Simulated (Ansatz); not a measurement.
Ansatz (a quantum-chemistry and plane-wave program) input for TeHF, SMILES F[TeH], r2SCAN-D4/def2-TZVP. 

Ansatz 0.2 input:
```yaml
crystal:
  periodic: [false, false, false]
  atoms:
    - {symbol: Te, position_ang: [0.03034719, 0.28928825, -0.00000000]}
    - {symbol: H, position_ang: [-1.60399077, 0.25712100, -0.00000000]}
    - {symbol: F, position_ang: [0.00288186, -1.70001220, 0.00000000]}
basis:
  gaussian:
    orbitals: def2-TZVP
hamiltonian:
  xc: r2scan
  dispersion: d4
relax: {f_tol: 0.002, max_steps: 200}
```

It prints:

```
WARN ansatz: RAYON_NUM_THREADS=1 ignored (pool sized by the plan → 1); use --threads N
Functional definition: r2SCAN
integrals: 0.02 GiB planned
586 factors; their error is unknown
mean field: 0.18 GiB planned
mean field evaluation 1: about -10026.8352 eV, gradient 3.7e1 eV
mean field evaluation 2: about -10006.1403 eV, gradient 1.1e2 eV
mean field evaluation 4: about -10028.9958 eV, gradient 5.6e0 eV
mean field evaluation 8: about -10028.9164 eV, gradient 5.7e-1 eV
mean field evaluation 16: about -10028.9165 eV, gradient 2.6e-5 eV
mean field -10028.91654976 eV, -368.5558853600 hartree, gradient 6.5e-6 eV, S^2 0.000000; 0 other end points of the search recorded, 0 dependent functions left out
the calculation of the forces begins
reference -10028.91655868 eV, -368.5558856878 hartree; 17, 17 occupied and 70, 70 virtual orbitals, 586 factors
relax step   1: F+E_penalty+E_count = -10028.92322116 eV  Δ(F+E_penalty+E_count) = +0.000e0 eV  max|allowed force component| = 1.501e0 eV/Å  Δτ_max = 0.0000 Å  (31 SCF iters, accepted)
these checks for a lower state are left out or cut short: starts, cluster_reference, orbital_swaps, neighbouring_geometries, increment
integrals: 0.02 GiB planned
586 factors; their error is unknown
mean field: 0.18 GiB planned
mean field -10028.97390495 eV, -368.5579931241 hartree, gradient 1.4e-5 eV, S^2 0.000000; 0 other end points of the search recorded, 0 dependent functions left out
the calculation of the forces begins
reference -10028.97391397 eV, -368.5579934558 hartree; 17, 17 occupied and 70, 70 virtual orbitals, 586 factors
relax step   2: F+E_penalty+E_count = -10028.98059393 eV  Δ(F+E_penalty+E_count) = -5.737e-2 eV  max|allowed force component| = 3.507e-1 eV/Å  Δτ_max = 0.1160 Å  (31 SCF iters, accepted)
these checks for a lower state are left out or cut short: starts, cluster_reference, orbital_swaps, neighbouring_geometries, increment
integrals: 0.02 GiB planned
586 factors; their error is unknown
mean field: 0.18 GiB planned
mean field evaluation 32: about -10028.9898 eV, gradient 4.0e-3 eV
mean field -10028.98976757 eV, -368.5585760647 hartree, gradient 1.2e-5 eV, S^2 0.000000; 0 other end points of the search recorded, 0 dependent functions left out
the calculation of the forces begins
reference -10028.98977654 eV, -368.5585763945 hartree; 17, 17 occupied and 70, 70 virtual orbitals, 586 factors
relax step   3: F+E_penalty+E_count = -10028.99645912 eV  Δ(F+E_penalty+E_count) = -1.587e-2 eV  max|allowed force component| = 5.485e-2 eV/Å  Δτ_max = 0.0582 Å  (33 SCF iters, accepted)
these checks for a lower state are left out or cut short: starts, cluster_reference, orbital_swaps, neighbouring_geometries, increment
integrals: 0.02 GiB planned
586 factors; their error is unknown
mean field: 0.18 GiB planned
mean field -10028.98987612 eV, -368.5585800540 hartree, gradient 1.2e-5 eV, S^2 0.000000; 0 other end points of the search recorded, 0 dependent functions left out
the calculation of the forces begins
reference -10028.98988510 eV, -368.5585803839 hartree; 17, 17 occupied and 70, 70 virtual orbitals, 586 factors
relax step   4: F+E_penalty+E_count = -10028.99656776 eV  Δ(F+E_penalty+E_count) = -1.086e-4 eV  max|allowed force component| = 6.157e-3 eV/Å  Δτ_max = 0.0026 Å  (33 SCF iters, accepted)
these checks for a lower state are left out or cut short: starts, cluster_reference, orbital_swaps, neighbouring_geometries, increment
integrals: 0.02 GiB planned
586 factors; their error is unknown
mean field: 0.18 GiB planned
mean field -10028.98987721 eV, -368.5585800938 hartree, gradient 1.2e-5 eV, S^2 0.000000; 0 other end points of the search recorded, 0 dependent functions left out
the calculation of the forces begins
reference -10028.98988618 eV, -368.5585804237 hartree; 17, 17 occupied and 70, 70 virtual orbitals, 586 factors
relax step   5: F+E_penalty+E_count = -10028.99656882 eV  Δ(F+E_penalty+E_count) = -1.065e-6 eV  max|allowed force component| = 4.605e-5 eV/Å  Δτ_max = 0.0002 Å  (34 SCF iters, accepted)
integrals: 0.02 GiB planned
586 factors; their error is unknown
mean field: 0.18 GiB planned
mean field evaluation 64: about -10029.1188 eV, gradient 2.5e-1 eV
mean field -10028.98987721 eV, -368.5585800938 hartree, gradient 1.2e-5 eV, S^2 0.000000; 1 other end points of the search recorded, 0 dependent functions left out
the calculation of the forces begins
reference -10028.98988618 eV, -368.5585804237 hartree; 17, 17 occupied and 70, 70 virtual orbitals, 586 factors
Total energy: -10028.99657780 eV, -368.5588263362 hartree
Atom 0 at     0.024218     0.228515     0.000000 Å, force    -0.000023    -0.000036    -0.000000 eV/Å
Atom 1 at    -1.638089     0.306237     0.000000 Å, force     0.000031    -0.000010     0.000000 eV/Å
Atom 2 at     0.043110    -1.688355    -0.000000 Å, force    -0.000008     0.000046    -0.000000 eV/Å
Dipole moment:    -0.048964     0.449930     0.000000 e Å
```

The run converged.

Cost: about 12 core-seconds (a rough figure).
